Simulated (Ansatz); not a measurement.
Frontier orbitals of `c1cc(-c2ccncc2)ccn1`.

Z-matrix (Å, degrees):
```
C
C 1 1.385
N 1 1.328 2 123.8
H 1 1.087 2 120.0 3 -179.7
C 2 1.392 1 119.2 3 0.3
H 2 1.083 1 120.0 3 178.7
C 3 1.328 1 116.9 2 -0.1
C 5 1.392 2 117.1 1 -0.1
C 5 1.472 2 121.4 1 179.9
H 7 1.087 3 116.2 1 179.6
H 8 1.083 5 120.8 2 -178.6
C 9 1.392 5 121.4 2 -143.9
C 9 1.392 5 121.4 2 36.1
C 12 1.385 9 119.2 5 179.9
H 12 1.083 9 120.8 5 1.4
C 13 1.385 9 119.2 5 179.9
H 13 1.083 9 120.8 5 1.4
N 14 1.328 12 123.8 9 0.3
H 14 1.087 12 120.0 9 -179.5
H 16 1.087 13 120.0 9 -179.5
```

Total charge 0; spin multiplicity 1. The structure was optimised at the PBE0-D4/def2-TZVP level. It is one conformer, not always the lowest. Basis def2-TZVPP, Ansatz.

Orbital energies of one run (eV). Highest occupied ones, from the top: -8.99, -9.03, -9.05, -9.14, -9.21, -10.64, -11.73, -12.28, -12.91, -13.09, -13.42, -13.78, -14.00, -14.68. Empty: -0.77, 0.30, 0.49, 1.08, 2.30, 2.57.

(1) Which functional gave them?
A. BHLYP
B. revPBE
C. r2SCAN0
D. CAM-B3LYP

Answers

(1) D. HOMO energies: CAM-B3LYP -8.99, BHLYP -8.58, revPBE -5.98, r2SCAN0 -7.82 eV.
